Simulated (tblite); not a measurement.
Compound: C3H6ClOSi (doublet state).
Atom-mapped SMILES: `[CH2:1]=[C:2]([Cl:3])[C:4]([OH:5])[SiH3:6]` (hydrogens: H7, H8 on C1; H9 on O5; H10, H11, H12 on Si6)

Structure used (GFN2-xTB), in Å, numbered top down from 1:
```
atom  x, y, z in Å
C1    -1.600   -0.870   -0.449
C2    -1.058    0.351   -0.207
Cl3   -2.139    1.751   -0.317
C4     0.269    0.631    0.117
O5     0.680    1.902    0.306
Si6    1.633   -0.649    0.319
H7    -2.639   -0.988   -0.687
H8    -0.986   -1.749   -0.402
H9    -0.078    2.504    0.183
H10    1.148   -1.754    1.151
H11    2.748    0.044    0.955
H12    2.023   -1.173   -0.995
```

Computed with GFN2-xTB (tblite): harmonic, unscaled wavenumbers at the GFN2-xTB geometry, gas phase. Errors from tens to a few hundred cm⁻¹ against measured bands are possible. Modes of hydrogen on silicon can be 10 to 20 % off. One conformer, not necessarily the lowest. Open shells enter through the occupations alone, without spin polarisation, and single modes of such species can be off by tens of per cent.

Harmonic wavenumbers (cm⁻¹): 57.4, 78.7, 182.1, 269.8, 271.8, 353.1, 378.3, 465.7, 525.4, 545.6, 555.8, 576.3, 635.1, 693.4, 730.6, 765.1, 777.3, 791.7, 975.5, 1142.8, 1268.3, 1313.2, 1400.1, 1500.1, 2220.2, 2242.5, 2311.1, 3133.6, 3172.9, 3303.8.

A = 4334, B = 1415, C = 1080 MHz; mass 120.988 u (most abundant isotopes); point group C1, symmetry number 1; spin multiplicity 2.

Zero-point energy?

Half the sum of the wavenumbers: 16319 cm⁻¹ = 46.66 kcal/mol.

What is S at 350 K and 1 bar for an ideal gas of classical rigid rotors and harmonic oscillators?

Translation 41.11, rotation 28.75, vibration 25.10, spin (R ln 2) 1.38: S = 96.3 cal/(mol K).

And Cp and H(350 K) − H(0)?

Cp = 35.33 cal/(mol K), of which vibrations give 27.38 (their classical limit is 30 R = 59.6); H(350 K) − H(0) = 7.57 kcal/mol without the zero-point energy, 4.79 from vibrations.

Which modes carry the vibrational entropy at 350 K?

57.4 cm⁻¹: 4.86; 78.7 cm⁻¹: 4.24; 182.1 cm⁻¹: 2.61; 269.8 cm⁻¹: 1.88; 271.8 cm⁻¹: 1.87; 353.1 cm⁻¹: 1.41 cal/(mol K); the other 24 give 8.23 together.

What must be added to the electronic energy to get the Gibbs energy at 350 K and 1 bar?

ZPE + [H(350 K) − H(0)] − T·S = 46.66 + 7.57 − 33.72 = 20.51 kcal/mol.

Blend soft modes into free rotors: weight 1/[1 + (100 cm⁻¹/ν̃)⁴] for the oscillator and the rest for a rotor with moment μB/(μ + B), μ = h/(8π²ν), B = 10⁻⁴⁴ kg m². What vibrational entropy results?

23.22 cal/(mol K) in place of 25.10, which changes −T·S at 350 K by +0.66 kcal/mol.

How do the functions run with temperature in this model?

| T (K) | S (cal/(mol K)) | Cp (cal/(mol K)) | H − H(0) (kcal/mol) | G − H(0) (kcal/mol) | ln q(vib) |
| --- | --- | --- | --- | --- | --- |
| 50 | 57.8 | 11.3 | 0.47 | -2.42 | 0.33 |
| 100 | 66.7 | 15.0 | 1.12 | -5.55 | 1.10 |
| 298.15 | 90.9 | 32.0 | 5.83 | -21.29 | 4.72 |
| 373.15 | 98.6 | 36.7 | 8.41 | -28.40 | 6.20 |
| 500 | 110.3 | 42.7 | 13.46 | -41.67 | 8.66 |
| 750 | 129.1 | 50.3 | 25.16 | -71.69 | 13.20 |
| 1000 | 144.3 | 55.1 | 38.37 | -105.93 | 17.26 |

q(vib) and H(0) count from the zero-point level.

Hindered rotation and anharmonicity are outside this model. Other conformers, if any are populated, would add a mixing term that is left out. The structure is chiral; the term R ln 2 for an equal mix with its mirror image is left out.
